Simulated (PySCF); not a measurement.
An unknown is described by computed data only.

Formula: C9H10O.

| Quantity | Value |
| --- | --- |
| 13C NMR | chemical shifts (computed TMS as zero) by class: 203.2 (1 C), 140.4 (1 C), 139.0 (1 C), 134.7 (2 C), 133.8 (2 C), 35.1 (1 C), 9.9 (1 C) ppm [GIAO PBE0/pcSseg-1] |
| NMR, other nuclei | isotropic shieldings of nuclei other than C and H, by class: -291 (1 O) ppm [GIAO PBE0/pcSseg-1] |
| Dipole | 2.95 D [PBE0/pcSseg-1] |
| 1H NMR | chemical shifts (computed TMS as zero) by class: 8.48 (2 H), 7.82 (1 H), 7.77 (2 H), 3.00 (2 H), 1.34 (3 H) ppm [GIAO PBE0/pcSseg-1] |
| Rotational structure | rotational constants A, B, C: 3.486, 0.808, 0.661 GHz [GFN2-xTB] |

Electronic properties: PySCF, gas phase, density fitting. Levels stand in brackets. One conformer (not necessarily the lowest) at the GFN2-xTB geometry, without solvent, vibrations or thermal averaging. NMR classes are plain means over equivalent atoms (diastereotopic ones count apart unless rotation or inversion swaps them), as if these changed places fast.

Q: Give a SMILES that accounts for the data.

A: Numbering: `[CH3:1][CH2:2][C:3](=[O:4])[c:5]1[cH:6][cH:7][cH:8][cH:9][cH:10]1`. Its formula, C9H10O, gives 5 degrees of unsaturation: 1 ring and 4 π bonds in the structure found (Kekulé form). 9 carbons fall into 7 classes; from least to most shielded: ketone carbonyl carbon [C3] (203.2 ppm), substituted aromatic carbon [C5] (140.4 ppm), aromatic CH carbon [C8] (139.0 ppm), aromatic CH carbon [C6/C10] (134.7 ppm, 2 C), aromatic CH carbon [C7/C9] (133.8 ppm, 2 C), sp3 carbon next to a carbonyl [C2] (35.1 ppm), methyl carbon [C1] (9.9 ppm). Hydrogen classes from least to most shielded: 2 H on the ortho carbons, C6/C10 (8.48 ppm, a mean of values up to 0.6 ppm apart in this geometry), 1 H on the para carbon, C8 (7.82 ppm), 2 H on the meta carbons, C7/C9 (7.77 ppm), 2 H on an sp3 carbon next to a carbonyl, C2 (3.00 ppm), 3 H on a methyl carbon, C1 (1.34 ppm). The other shieldings belong to: -291 ppm, ketone oxygen [O4]. The optimised geometry has point group Cs and is an asymmetric top. Structure: `c1ccc(C(=O)CC)cc1` (propiophenone). Computed isomers that give other values at the same levels: `C=CCOc1ccccc1` (13C chemical shifts (computed TMS as zero) by class: 164.6 (1 C), 143.9 (1 C), 135.1 (2 C), 125.2 (1 C), 120.9 (1 C), 119.3 (2 C), 69.8 (1 C) ppm); `COCC1c2ccccc21` (13C chemical shifts (computed TMS as zero) by class: 137.8 (2 C), 134.4 (2 C), 118.7 (2 C), 81.9 (1 C), 59.5 (1 C), 35.9 (1 C) ppm); `OC[C@@]12[C@H]3C=C[C@@H]1[C@@H]2C=C3` (13C chemical shifts (computed TMS as zero) by class: 139.3 (2 C), 125.4 (2 C), 69.9 (1 C), 67.5 (1 C), 58.1 (1 C), 48.0 (2 C) ppm). The assignments are read from this structure; whether some other isomer fits the data as well wasn't checked.

The values belong to the conformer `[CH3:1][CH2:2][C:3](=[O:4])[c:5]1[cH:6][cH:7][cH:8][cH:9][cH:10]1`: C1–C2–C3–O4 0°, C2–C3–C5–C6 0°.
